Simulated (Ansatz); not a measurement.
Consider the cleavage of the Si–Ge bond: `C[SiH](F)[GeH3]` + HCl → `C[SiH](F)Cl` + GeH₄.

Computed with Ansatz on PBE0-D4/def2-TZVP structures; ΔE is electronic, products minus reactants. CBS: MP2 limit from def2 TZ/QZ plus the TZ coupled-cluster correction, frozen cores. This one scheme is used for every species. DFT in def2-TZVPP. For Ge outer-core shells are correlated without core-valence functions, which leaves a few kJ/mol of doubt a bond. Scalar relativity is left out up to krypton.

CCSD(T)/CBS gives -102.1 kJ/mol.

Task: Another level gave -107.8 kJ/mol. Which?
A. CCSD/def2-TZVPP
B. HF/def2-TZVPP
C. CAM-B3LYP/def2-TZVPP
D. PBE/def2-TZVPP

Result: C. CAM-B3LYP -107.8, PBE -93.7, HF/def2-TZVPP -120.5, CCSD/def2-TZVPP -102.5 kJ/mol.

Largest T1 diagnostic among the species: 0.012.

Leaving LDA and LC-ωPBE aside and taking each functional with its dispersion term where it has one, the values, not all of them listed here, spread over 19.5 kJ/mol, from B97M-V to PBE-D4. From PBE to PBE0 (25 % exact exchange), in def2-TZVPP and without D4, ΔE moves by −5.3 kJ/mol. In def2-TZVPP, CCSD(T) changes the Hartree–Fock value by +19.2 kJ/mol (the triples alone add +1.2 kJ/mol) and MP2 by +12.2 kJ/mol.
